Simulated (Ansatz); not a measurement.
Ansatz (a quantum-chemistry and plane-wave program) input (RI-MP2/def2-TZVPPD):
A basis named .json is the Basis Set Exchange file of that set.

Ansatz 0.2 input:
```yaml
crystal:
  periodic: [false, false, false]
  atoms:
    - {symbol: Zn, position_ang: [-0.31844413, -0.15179643, -0.25598999]}
    - {symbol: O, position_ang: [1.05853335, 0.39959528, 0.84027797]}
    - {symbol: H, position_ang: [1.08505726, 1.35713060, 0.95747594]}
basis:
  gaussian:
    orbitals: def2-TZVPPD.json
    fitting: {mean_field: def2-universal-jkfit, correlation: def2-TZVPPD-RIFIT.json}
magnetization: {spin_polarized: true, initial_magnetization: 1}
correlation: {method: mp2, electrons: outside_noble_gas}
```

End of the output:

```
integrals: 0.05 GiB planned
359 factors; integrals over basis functions are off by at most 8.9e-1 eV
359 factors; integrals over basis functions are off by at most 1.7e2 eV
mean field: 0.26 GiB planned
mean field evaluation 1: about -50426.4081 eV, gradient 3.0e1 eV
mean field evaluation 2: about -50427.6278 eV, gradient 2.6e1 eV
mean field evaluation 4: about -50430.0890 eV, gradient 1.5e0 eV
mean field evaluation 8: about -50430.1213 eV, gradient 4.4e-3 eV
mean field evaluation 16: about -50427.3627 eV, gradient 1.5e-5 eV
mean field evaluation 32: about -50430.1213 eV, gradient 1.8e-6 eV
mean field -50430.12133913 eV, -1853.2727764492 hartree, gradient 1.8e-6 eV, S^2 0.755312; 4 other end points of the search recorded, 0 dependent functions left out
10 core orbitals not correlated
reference -50430.12133913 eV, -1853.2727764492 hartree; 10, 9 occupied and 104, 105 virtual orbitals, 359 factors
second order -19.99485241 eV of doubles, -0.00000000 eV of singles
Total energy: -50450.11619155 eV, -1854.0075737224 hartree
```

The spin state was set by rule; other spins were not relaxed.
